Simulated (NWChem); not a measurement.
System: K cation

Question: Give the principal values of the shielding tensors (ppm) of K1 from PBE0/pcSseg-1, GIAO (NWChem), with their diamagnetic and paramagnetic parts as GIAO splits them.

Answer: 
```csv
atom,σ11,σ22,σ33,isotropic,diamagnetic,paramagnetic
K1,1325.2,1325.2,1325.2,1325.2,1325.2,0.0
```
